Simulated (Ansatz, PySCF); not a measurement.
This singlet lies 1.94 eV below the relaxed triplet at the level frozen-core CCSD(T)/aug-cc-pVTZ // PBE0-D3(BJ)/def2-TZVPD (Ansatz, a program for electronic structure).

```xyz
4

O     -1.1567     0.2113    -0.0328
Al     0.3298     1.1669    -0.0388
Cl     1.8217    -0.6424     0.0638
H     -0.9948    -0.7358     0.0078
```

Charge -1, multiplicity 1.

Give the Mulliken and meta-Löwdin atomic charges from PBE0-D3(BJ)/def2-TZVPD in PySCF.


```
atom  Mulliken (e)  meta-Löwdin (e)
----  ------------  ---------------
O1           -0.43            -0.83
Al2          -0.33             0.10
Cl3          -0.50            -0.57
H4            0.25             0.30
```
